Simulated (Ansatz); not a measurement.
# Molecular dynamics, step by step

KH$_{2}$Te (charge +1), closed shell, PBE0-D4/def2-SVP (Ansatz 0.2.0). Settings (timestep in fs, temperature in K; T counts 6 degrees of freedom):

```yaml
hamiltonian: {xc: pbe0, dispersion: d4}
md: {n_steps: 30, timestep: 0.5, temperature: 300, ensemble: nve, seed: 387, initial_velocities: maxwell_boltzmann}
```

Start:

K1  (0.268, 0.030, -2.791)
Te2  (-0.150, 0.742, 0.741)
H3  (-1.224, -0.509, 0.912)
H4  (1.106, -0.263, 1.138)
(Å)

| step | time (fs) | potential energy less the start (meV) | kinetic energy (meV) | T (K) |
| --- | --- | --- | --- | --- |
| 0 | 0.00 | 0.0 | 77.6 | 300 |
| 2 | 1.00 | 4.9 | 72.8 | 281 |
| 4 | 2.00 | 15.2 | 62.5 | 242 |
| 6 | 3.00 | 24.1 | 53.7 | 208 |
| 8 | 4.00 | 25.9 | 51.9 | 201 |
| 10 | 5.00 | 20.5 | 57.3 | 222 |
| 12 | 6.00 | 12.6 | 65.0 | 251 |
| 14 | 7.00 | 8.3 | 69.3 | 268 |
| 16 | 8.00 | 10.9 | 66.7 | 258 |
| 18 | 9.00 | 19.7 | 57.9 | 224 |
| 20 | 10.00 | 30.9 | 46.8 | 181 |
| 22 | 11.00 | 39.2 | 38.6 | 149 |
| 24 | 12.00 | 40.4 | 37.5 | 145 |
| 26 | 13.00 | 34.4 | 43.4 | 168 |
| 28 | 14.00 | 25.7 | 52.0 | 201 |
| 30 | 15.00 | 21.1 | 56.5 | 218 |

Step 2, positions (Å) and forces (eV/Å):

| atom | x | y | z | Fx | Fy | Fz |
| --- | --- | --- | --- | --- | --- | --- |
| K1 | 0.268 | 0.030 | -2.791 | 0.003 | -0.006 | -0.021 |
| Te2 | -0.150 | 0.742 | 0.741 | 0.377 | 0.259 | 0.005 |
| H3 | -1.216 | -0.489 | 0.936 | -0.286 | -0.329 | 0.049 |
| H4 | 1.116 | -0.268 | 1.155 | -0.094 | 0.076 | -0.033 |

Step 20, positions (Å) and forces (eV/Å):

| atom | x | y | z | Fx | Fy | Fz |
| --- | --- | --- | --- | --- | --- | --- |
| K1 | 0.268 | 0.034 | -2.787 | -0.009 | -0.036 | -0.025 |
| Te2 | -0.150 | 0.740 | 0.737 | -0.753 | -0.273 | 0.195 |
| H3 | -1.279 | -0.467 | 1.173 | 0.473 | 0.511 | -0.257 |
| H4 | 1.082 | -0.216 | 1.256 | 0.288 | -0.202 | 0.087 |

Step 24, positions (Å) and forces (eV/Å):

```csv
atom,x,y,z,Fx,Fy,Fz
K1,0.268,0.035,-2.786,-0.010,-0.041,-0.026
Te2,-0.149,0.739,0.736,-0.936,-0.092,0.130
H3,-1.280,-0.448,1.213,0.450,0.485,-0.279
H4,1.069,-0.199,1.275,0.497,-0.351,0.176
```

Last step (30):

```
atom    x (Å)    y (Å)    z (Å)
  K1   0.2679   0.0359  -2.7853
 Te2  -0.1498   0.7386   0.7351
  H3  -1.2526  -0.3896   1.2555
  H4   1.0817  -0.1955   1.3133
```

Hardware: 2 CPU threads of an Arm Neoverse V2, shared host. Wall time about 41 s.
